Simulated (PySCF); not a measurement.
PySCF job for Si(Me)(OH)3 (CH₆O₃Si), SMILES C[Si](O)(O)O, TDDFT-ωB97X/def2-SVPD. The structure is a stationary point at B3LYP-D3(BJ)/def2-SVP. The geometry has at least one imaginary mode, so it is a saddle point at that level. Other conformers were not sampled.

```python
import numpy as np
from pyscf import gto, scf, dft, tdscf

mol = gto.M(
    atom='''
    C    -0.00000000    0.00000001   -1.84487900
    Si   -0.00000000   -0.00000000    0.00704208
    O     1.26822078    0.91438583    0.58474737
    O     0.15777096   -1.55550433    0.58474736
    O    -1.42599174    0.64111850    0.58474737
    H     0.85178741   -0.57960645   -2.23386445
    H    -0.92784760   -0.44786630   -2.23386446
    H     0.07606021    1.02747276   -2.23386445
    H     1.84352601    0.46226322    1.21278046
    H    -0.52143131   -1.82767197    1.21278046
    H    -1.32209470    1.36540875    1.21278046
    ''',
    basis='def2-SVPD',
    charge=0,
    spin=0,
    symmetry=True,
    max_memory=1600,
    verbose=4,
)
mf = dft.RKS(mol, xc='wb97x').density_fit(auxbasis='def2-universal-jkfit')
mf.grids.level = 3
mf.conv_tol = 1e-9
mf.max_cycle = 100
mf.kernel()
mf.grids = dft.Grids(mol).set(level=1).build(with_non0tab=True)  # coarser grid for the response kernel
td = tdscf.TDDFT(mf)
td.singlet = True
td.nstates = 10
td.conv_tol = 1e-4
td.positive_eig_threshold = 1e-6
td.kernel(x0=td.get_init_guess(mf, 15))
td.analyze()
tt = tdscf.TDA(mf)
tt.singlet = False
tt.nstates = 4
tt.conv_tol = 1e-4
tt.positive_eig_threshold = 1e-6
tt.kernel(x0=tt.get_init_guess(mf, 9))
tt.analyze(verbose=3)
```

Program output:

```
PySCF version 2.14.0

[INPUT] verbose = 4
[INPUT] num. atoms = 11
[INPUT] num. electrons = 50
[INPUT] charge = 0
[INPUT] spin (= nelec alpha-beta = 2S) = 0
[INPUT] symmetry True subgroup None
[INPUT] Mole.unit = angstrom
[INPUT] Symbol           X                Y                Z      unit          X                Y                Z       unit  Magmom
[INPUT]  1 C      0.000000000000   0.000000010000  -1.844879000000 AA    0.000000000000   0.000000018897  -3.486316042961 Bohr   0.0
[INPUT]  2 Si     0.000000000000   0.000000000000   0.007042080000 AA    0.000000000000   0.000000000000   0.013307602547 Bohr   0.0
[INPUT]  3 O      1.268220780000   0.914385830000   0.584747370000 AA    2.396589939682   1.727938790883   1.105012381360 Bohr   0.0
[INPUT]  4 O      0.157770960000  -1.555504330000   0.584747360000 AA    0.298143904810  -2.939477169275   1.105012362462 Bohr   0.0
[INPUT]  5 O     -1.425991740000   0.641118500000   0.584747370000 AA   -2.694733844492   1.211538378392   1.105012381360 Bohr   0.0
[INPUT]  6 H      0.851787410000  -0.579606450000  -2.233864450000 AA    1.609644921253  -1.095297450531  -4.221392009902 Bohr   0.0
[INPUT]  7 H     -0.927847600000  -0.447866300000  -2.233864460000 AA   -1.753377849335  -0.846344647422  -4.221392028799 Bohr   0.0
[INPUT]  8 H      0.076060210000   1.027472760000  -2.233864450000 AA    0.143732965877   1.941642116851  -4.221392009902 Bohr   0.0
[INPUT]  9 H      1.843526010000   0.462263220000   1.212780460000 AA    3.483759262412   0.873550883260   2.291822918624 Bohr   0.0
[INPUT] 10 H     -0.521431310000  -1.827671970000   1.212780460000 AA   -0.985362368673  -3.453799468844   2.291822918624 Bohr   0.0
[INPUT] 11 H     -1.322094700000   1.365408750000   1.212780460000 AA   -2.498396893739   2.580248585585   2.291822918624 Bohr   0.0

nuclear repulsion = 260.398232606711
point group symmetry = C3, use subgroup C1
symmetry origin: [ 7.55890515e-10  2.64561658e-09 -2.26767137e-09]
symmetry axis x: [ 9.64253732e-01 -2.64980643e-01  3.87540594e-09]
symmetry axis y: [2.64980643e-01 9.64253732e-01 1.43052366e-09]
symmetry axis z: [-4.11593571e-09 -3.52480328e-10  1.00000000e+00]
num. orbitals of irrep A = 161
number of shells = 69
number of NR pGTOs = 231
number of NR cGTOs = 161
basis = def2-SVPD
ecp = {}


[settings echo left out]
init E= -556.985749461761
  HOMO = -0.389739482427589  LUMO = -0.00701655527700318  gap/eV = 10.41442
cycle= 1 E= -556.512930336731  delta_E= 0.473  |g|=    1  |ddm|= 3.85
  HOMO = -0.30396648878858  LUMO = 0.0723666308932494  gap/eV = 10.24055
cycle= 2 E= -556.521589895156  delta_E= -0.00866  |g|= 1.02  |ddm|= 2.13
  HOMO = -0.413257132476968  LUMO = 0.0596865212197786  gap/eV = 12.86945
cycle= 3 E= -556.704947057304  delta_E= -0.183  |g|= 0.0475  |ddm|= 0.899
  HOMO = -0.411903434829508  LUMO = 0.0624862327819318  gap/eV = 12.90880
cycle= 4 E= -556.705512107627  delta_E= -0.000565  |g|= 0.0158  |ddm|= 0.117
  HOMO = -0.410524294713617  LUMO = 0.0624900765217471  gap/eV = 12.87138
cycle= 5 E= -556.705583937058  delta_E= -7.18e-05  |g|= 0.00499  |ddm|= 0.0389
  HOMO = -0.411298343737248  LUMO = 0.062344232023972  gap/eV = 12.88847
cycle= 6 E= -556.70559127979  delta_E= -7.34e-06  |g|= 0.000655  |ddm|= 0.0107
  HOMO = -0.411231249973497  LUMO = 0.0623522059311967  gap/eV = 12.88686
cycle= 7 E= -556.705591536503  delta_E= -2.57e-07  |g|= 0.00015  |ddm|= 0.00265
  HOMO = -0.411253111068065  LUMO = 0.0623434983721891  gap/eV = 12.88722
cycle= 8 E= -556.705591548867  delta_E= -1.24e-08  |g|= 4e-05  |ddm|= 0.00057
  HOMO = -0.411247661113334  LUMO = 0.0623437391923676  gap/eV = 12.88708
cycle= 9 E= -556.705591549772  delta_E= -9.05e-10  |g|= 8.54e-06  |ddm|= 0.000168
  HOMO = -0.411249843010353  LUMO = 0.0623432133641302  gap/eV = 12.88712
Extra cycle  E= -556.705591549805  delta_E= -3.3e-11  |g|= 4.49e-06  |ddm|= 2.46e-05
converged SCF energy = -556.705591549805
tot grids = 41968
Overwritten attributes  positive_eig_threshold  of <class 'pyscf.tdscf.rks.TDDFT'>


******** <class 'pyscf.tdscf.rks.TDDFT'> for <class 'pyscf.df.df_jk.DFRKS'> ********
nstates = 10 singlet
deg_eia_thresh = 1.000e-03
wfnsym = None
conv_tol = 0.0001
eigh lindep = 1e-12
eigh level_shift = 0
eigh max_cycle = 100


Excitation energies (eV)
[ 8.15309339  8.46787268  8.46791285  9.36495337  9.3650752   9.52038549
  9.72452685 10.10362078 10.10373009 10.32347903]

** Singlet excitation energies and oscillator strengths **
Excited State   1:    A      8.15309 eV    152.07 nm  f=0.1278
      22 -> 26       -0.13431
      25 -> 26        0.63875
Excited State   2:    A      8.46787 eV    146.42 nm  f=0.0417
      23 -> 27        0.14371
      24 -> 26        0.59597
      24 -> 28       -0.14375
      25 -> 27       -0.17332
      25 -> 28       -0.10554
Excited State   3:    A      8.46791 eV    146.42 nm  f=0.0417
      23 -> 26       -0.59597
      23 -> 28       -0.14366
      24 -> 27       -0.14377
      25 -> 27        0.10558
      25 -> 28       -0.17332
Excited State   4:    A      9.36495 eV    132.39 nm  f=0.0657
      21 -> 26       -0.37070
      23 -> 26        0.16488
      23 -> 28       -0.18241
      24 -> 26       -0.13485
      24 -> 27       -0.18242
      25 -> 27       -0.26002
      25 -> 28       -0.30906
Excited State   5:    A      9.36508 eV    132.39 nm  f=0.0657
      20 -> 26        0.37069
      23 -> 26        0.13487
      23 -> 27       -0.18240
      24 -> 26        0.16491
      24 -> 28        0.18242
      25 -> 27        0.30905
      25 -> 28       -0.26004
Excited State   6:    A      9.52039 eV    130.23 nm  f=0.0005
      17 -> 26       -0.21742
      22 -> 26        0.17336
      23 -> 28       -0.35350
      24 -> 27        0.35344
      25 -> 26        0.16421
      25 -> 29        0.29963
Excited State   7:    A      9.72453 eV    127.50 nm  f=0.0761
      17 -> 26       -0.16198
      20 -> 28       -0.11808
      21 -> 27        0.11813
      22 -> 26       -0.36533
      23 -> 27       -0.10421
      23 -> 28       -0.21034
      24 -> 27        0.21032
      24 -> 28       -0.10411
      25 -> 29       -0.39356
Excited State   8:    A     10.10362 eV    122.71 nm  f=0.0011
      20 -> 26       -0.24673
      23 -> 26        0.10753
      23 -> 27        0.19436
      23 -> 28        0.10717
      24 -> 27        0.10722
      24 -> 28       -0.19438
      25 -> 27        0.25142
      25 -> 28       -0.32758
      25 -> 33       -0.17015
      25 -> 36       -0.21238
Excited State   9:    A     10.10373 eV    122.71 nm  f=0.0011
      21 -> 26        0.24678
      23 -> 27       -0.10716
      23 -> 28        0.19430
      24 -> 26       -0.10753
      24 -> 27        0.19437
      24 -> 28        0.10722
      25 -> 27       -0.32765
      25 -> 28       -0.25144
      25 -> 34        0.17005
      25 -> 35        0.21235
Excited State  10:    A     10.32348 eV    120.10 nm  f=0.0001
      23 -> 27       -0.36042
      23 -> 35        0.13619
      24 -> 28       -0.36010
      24 -> 36       -0.13613
      25 -> 26       -0.12927
      25 -> 29        0.29064

** Transition electric dipole moments (AU) **
state          X           Y           Z        Dip. S.      Osc.
  1         0.0001     -0.0001      0.7998      0.6397      0.1278
  2         0.4095      0.1819      0.0001      0.2008      0.0417
  3        -0.1819      0.4096      0.0003      0.2008      0.0417
  4         0.1879     -0.5009     -0.0001      0.2862      0.0657
  5         0.5009      0.1878     -0.0000      0.2861      0.0657
  6        -0.0002      0.0000      0.0485      0.0024      0.0005
  7         0.0000      0.0001     -0.5652      0.3194      0.0761
  8         0.0660      0.0105     -0.0000      0.0045      0.0011
  9         0.0105     -0.0658      0.0001      0.0044      0.0011
 10        -0.0002     -0.0002     -0.0201      0.0004      0.0001

** Transition velocity dipole moments (imaginary part, AU) **
state          X           Y           Z        Dip. S.      Osc.
  1         0.0000     -0.0000      0.2405      0.0578      0.1287
  2         0.1273      0.0576      0.0000      0.0195      0.0418
  3        -0.0576      0.1273      0.0001      0.0195      0.0418
  4         0.0649     -0.1779     -0.0000      0.0359      0.0695
  5         0.1779      0.0649     -0.0000      0.0359      0.0695
  6        -0.0001      0.0000      0.0230      0.0005      0.0010
  7         0.0000      0.0000     -0.2061      0.0425      0.0792
  8         0.0274      0.0102     -0.0000      0.0009      0.0015
  9         0.0102     -0.0274      0.0001      0.0009      0.0015
 10        -0.0001     -0.0001      0.0034      0.0000      0.0000

** Transition magnetic dipole moments (imaginary part, AU) **
state          X           Y           Z
  1        -0.0005     -0.0004     -0.7133
  2         0.8124     -0.5190     -0.0002
  3         0.5190      0.8126     -0.0004
  4        -0.1305     -0.0043     -0.0002
  5         0.0043     -0.1303     -0.0000
  6        -0.0001     -0.0000     -0.1225
  7         0.0000     -0.0000     -0.6782
  8        -0.2039      0.4898      0.0001
  9         0.4895      0.2038      0.0000
 10         0.0002     -0.0001     -0.3830
Overwritten attributes  positive_eig_threshold  of <class 'pyscf.tdscf.rks.TDA'>


******** <class 'pyscf.tdscf.rks.TDA'> for <class 'pyscf.df.df_jk.DFRKS'> ********
nstates = 4 triplet
deg_eia_thresh = 1.000e-03
wfnsym = None
conv_tol = 0.0001
eigh lindep = 1e-12
eigh level_shift = 0
eigh max_cycle = 100


Excitation energies (eV)
[7.89449905 8.17004946 8.1701815  8.99485807]

** Triplet excitation energies and oscillator strengths **
Excited State   1:    A      7.89450 eV    157.05 nm  f=0.0000
Excited State   2:    A      8.17005 eV    151.75 nm  f=0.0000
Excited State   3:    A      8.17018 eV    151.75 nm  f=0.0000
Excited State   4:    A      8.99486 eV    137.84 nm  f=0.0000
```

The program stopped with an error.
